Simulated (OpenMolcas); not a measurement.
Predicting a hybrid from its neighbours: GeSiH5Cl

The species is GeSiH5Cl (8 atoms), meant as a singlet with charge 0. As SMILES, `Cl[SiH2][GeH3]`. The shape is that of a PBE0-D4/def2-TZVP optimisation.

The vertical energy of the triplet above the singlet y, in eV, basis cc-pVDZ; a is the functional's share of exact exchange. Programs: OpenMolcas 26.06.

| functional | program | a | y (eV) |
| --- | --- | --- | --- |
| TPSS | OpenMolcas | 0 | 5.68 |
| r2SCAN | OpenMolcas | 0 | 5.73 |
| B3LYP | OpenMolcas | 0.2 | 5.89 |
| PBE0 | OpenMolcas | 0.25 | ? |
| BHLYP | OpenMolcas | 0.5 | 6.25 |

Problem. Fit y = c + s·a to the known rows and predict PBE0.

Solution. 
1. Means of the 4 rows: a = 0.1750, y = 5.888.
2. Σ(Δa)² = 0.1675, Σ(Δa·Δy) = 0.18175, so the slope is 0.18175/0.1675 = 1.0851.
3. Intercept: 5.888 − (1.0851) × 0.1750 = 5.698. The largest residual of the fit is 0.032.
4. PBE0: 5.698 + (1.0851) × 0.25 = 5.97 eV.

The run gave 5.84 eV, so the prediction is off by +0.13 eV, more than the largest residual. The rows mix families of semi-local functionals, which the line can't see.
